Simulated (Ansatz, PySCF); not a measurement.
Species: C3H6O, charge 0, multiplicity 1. SMILES: [C@@H]1(CO1)C
Geometry: optimised at B3LYP-D3(BJ)/def2-TZVP (Ansatz, a first-principles code).

Wanted: vertical ionisation energy (to the doublet state of charge +1; each state is the SCF solution reached for its spin), in eV. Cores are frozen in the correlated levels unless marked. Open shells are spin-unrestricted. Spin-orbit coupling is left out. No relativistic terms. 

```csv
level,program,vertical ionisation energy (eV)
HF/aug-cc-pVQZ,Ansatz,8.88
B3LYP/def2-TZVPD,Ansatz,10.24
CAM-B3LYP/def2-TZVPD,Ansatz,10.32
B2PLYP/def2-TZVPD,Ansatz,10.33
RI-MP2/aug-cc-pVTZ,Ansatz,10.83
CCSD(T)/aug-cc-pVDZ,Ansatz,10.26
```

For comparison, minus the highest occupied orbital energy (PySCF): 11.81 eV at HF/def2-TZVPD, 7.82 eV at PBE0/def2-TZVPD, 6.92 eV at TPSSh/def2-TZVPD.
